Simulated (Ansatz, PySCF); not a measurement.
H₃IOSiZn, SMILES [SiH3][O][Zn][I]. Atoms are numbered in the order given.

```xyz
7

Zn     0.1977     0.5285     0.0000
I     -0.0823    -1.8557     0.0000
O      0.5061     2.2609     0.0000
Si    -0.2859     3.7055     0.0000
H     -1.1619     3.8588     1.2075
H      0.7081     4.8194     0.0000
H     -1.1619     3.8588    -1.2075
```

Coordinates come from a r2SCAN-D4/def2-SVP optimisation. The structure was generated by enumeration; whether it is a known compound was not checked. The def2 effective core potentials stand for the cores of I; spin–orbit coupling is left out. One conformer was computed; it need not be the lowest.

Vertical ionisation energy (IE) and electron affinity (EA) in eV. Rows of orbital energies are one-electron estimates. Where ΔSCF, EOM or ADC give a negative EA the extra electron is unbound and the value depends on the basis.

```json
[
 {"level": "−ε(HOMO), −ε(LUMO), M06-2X/def2-TZVP (PySCF)", "IE": "9.15", "EA": "1.01"},
 {"level": "−ε(HOMO), −ε(LUMO), PBE/def2-TZVP (PySCF)", "IE": "6.82", "EA": "2.60"},
 {"level": "ΔSCF, CAM-B3LYP/def2-SVPD (Ansatz), final states of multiplicity 2 and 2", "IE": "10.21", "EA": "0.22"},
 {"level": "ΔSCF, PBE/def2-SVPD (Ansatz), final states of multiplicity 2 and 2", "IE": "9.34", "EA": "0.42"}
]
```

### Question
What vertical singlet–triplet gap does ΔSCF give with CAM-B3LYP/def2-SVPD (Ansatz, an electronic-structure program) and with PBE/def2-SVPD (Ansatz)? (The exact figures need the calculation; the answer reports its results.)

### Answer
5.01 and 4.23 eV (triplet above singlet where positive).
